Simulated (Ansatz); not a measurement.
Sn(vinyl)I3 (C2H3I3Sn). The state is a singlet with charge 0. Geometry PBE-D4/def2-SVP, basis def2-TZVP, Ansatz.

```xyz
9

Sn    0.6452    0.5328    0.9962
C    -0.8933    0.0069   -0.4180
C    -0.6707   -0.8535   -1.4220
H    -1.8700    0.4952   -0.2544
H     0.3033   -1.3444   -1.5908
H    -1.4717   -1.1118   -2.1383
I     1.5519   -1.6758    2.2975
I    -0.3673    2.2919    2.7989
I     2.7726    1.6587   -0.2691
```

| run | HOMO (eV) | LUMO (eV) |
| --- | --- | --- |
| A | -7.37 | -3.29 |
| B | -6.81 | -3.67 |
| C | -7.64 | -3.06 |
| D | -6.45 | -3.67 |
| E | -6.50 | -3.75 |

In the def2 sets I, Sn take a core potential; there is no spin–orbit coupling. B3LYP takes the VWN-RPA correlation.

Task: The runs used B3LYP, PBE, PBE0, r2SCAN, revPBE. Estimate which is which.

Result: A B3LYP (20 % exact exchange); B r2SCAN (0 % exact exchange); C PBE0 (25 % exact exchange); D revPBE (0 % exact exchange); E PBE (0 % exact exchange). Exact exchange lowers occupied and raises empty levels; among semilocal functionals meta-GGAs tend to open the gap a little, and such runs are hard to tell apart. The gap grows from 2.75 eV (PBE) to 4.58 eV (PBE0).
